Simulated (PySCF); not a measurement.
# Telling isomers of C6H5FO apart by NMR

[PySCF 2.14.0 with density-fitted response routines: NMR shieldings at PBE0/pcSseg-1/GIAO; structure optimised with GFN2-xTB; no solvent; non-relativistic Hamiltonian; equivalent nuclei averaged; one computed conformer]

Chemical shifts δ = σref − σ; $^{1}$H (σ = 31.72 ppm) and $^{13}$C (σ = 186.93 ppm) vs TMS, all at this level. Splittings of carbon signals by F and P are missing where no couplings were computed. Where no couplings were computed, multiplicities follow the n + 1 count of equivalent neighbours, and m marks all less simple cases (inequivalent or close neighbours, rings, F or P nearby). Shifts are as computed. Against solution values, carbons near 30 ppm lie about +3 ppm off and those near 130 ppm about +5 ppm. Of 246 compounds with measured shifts, 49 miss one by over three times the rms of a fit or turn the order of signals round; such compounds aren't used in these exercises. OH and NH positions are gas-phase values without hydrogen bonding to other molecules.

(1) Tabulate the signals of `Oc1cccc(F)c1`, `Oc1ccc(F)cc1` and their relative energies.

(2) What is the quickest way to tell Oc1cccc(F)c1 from Oc1ccc(F)cc1?

Answers

(1) 
```tsv
SMILES	carbon types	δC	δH	E rel. (kcal/mol)
Oc1cccc(F)c1	2×C 4×CH	173.6, 164.9, 136.7, 115.3, 112.1, 105.8	7.54 (m, 1H), 6.93 (d, 1H), 6.84 (m, 1H), 6.46 (m, 1H), 4.38 (br s, 1H)	0.0
Oc1ccc(F)cc1	2×C 4×CH	166.1, 159.4, 122.2, 119.5	7.24 (m, 2H), 6.90 (m, 2H), 4.17 (br s, 1H)	1.4
```

Energies are electronic energies at PBE0/pcSseg-1 on these geometries, without zero-point or thermal terms, each for the one conformer computed, which needn't be the lowest.

(2) Count the carbon signals: 6 against 4. The first has an aromatic CH at 136.7 ppm, the second an aromatic CH at 122.2 ppm. Their most deshielded carbons lie at 173.6 and 166.1 ppm.
